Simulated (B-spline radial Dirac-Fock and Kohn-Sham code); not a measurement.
How the binding energies of I⁶⁺ add up

System: I⁶⁺, [Kr] 4d10 5s1; nuclear rms radius 4.75 fm (A = 127).

Input file task.json (cfg lists n, l and occupation; rrms is the nuclear radius in fm):

```json
{"items": [{
  "Z": 53,
  "q": 6,
  "cfg": [[1, 0, 2], [2, 0, 2], [2, 1, 6], [3, 0, 2], [3, 1, 6], [3, 2, 10], [4, 0, 2], [4, 1, 6], [4, 2, 10], [5, 0, 1]],
  "A": 127,
  "rrms": 4.75,
  "do": ["binding"]
}]}
```

Launch: `python xray_run.py task.json out`

The computed values come from a B-spline atomic structure program: Dirac-Fock (average of configuration) total-energy differences with a finite nucleus, the Breit interaction including its frequency dependence, and self-energy and vacuum-polarisation corrections. Electron correlation is not included. Energies are counted from the vacuum level. Subshells whose hole state is unreliable or did not converge are left out.

All terms are in eV, carry their sign (relaxation lowers the binding energy) and add up to the binding energy; ⟨r⟩ is the mean radius of the orbital in the initial state.

```
subshell  −ε (Koopmans)  relaxation   Breit  self-energy  vacuum polarisation  binding energy  ⟨r⟩ (bohr)
      1s        33437.7      -63.97  -76.90       -45.49                 6.30         33257.6       0.027
      2s         5328.3      -32.87   -7.32        -5.67                 0.73          5283.1       0.117
   2p1/2         4989.9      -36.40  -12.34         0.37                -0.02          4941.5       0.099
   2p3/2         4689.9      -35.05   -8.09        -0.16                -0.04          4646.6       0.104
      3s         1177.8      -12.71   -1.07        -1.16                 0.14          1163.0       0.312
   3p1/2         1036.8      -13.15   -1.93         0.07                 0.00          1021.8       0.303
   3p3/2          978.8      -12.60   -1.12        -0.03                -0.01           965.1       0.314
   3d3/2          733.6      -14.19   -0.62         0.11                -0.01           718.9       0.285
   3d5/2          721.5      -13.96   -0.29         0.07                -0.01           707.4       0.289
   4p1/2          233.4       -2.67   -0.32         0.02                 0.00           230.4       0.773
   4p3/2          221.9       -2.47   -0.16         0.00                 0.00           219.3       0.798
   4d3/2          137.1       -2.03   -0.04         0.02                 0.00           135.1       0.894
   4d5/2          135.3       -1.96    0.01         0.02                 0.00           133.3       0.905
      5s          86.12       -0.15   -0.04        -0.05                 0.01           85.90       1.727
```

For the deepest level, K (1s), the Breit terms make up -0.231 % of the binding energy, QED -0.118 % and orbital relaxation -0.192 %.

Going to the tabulated ground configuration of the next ion removes an electron from O1 (5s), computed at 85.90 eV. NIST lists 87.61 ± 0.06 eV as the ionisation energy of this species (semi-empirical), +1.71 eV from the computed value.
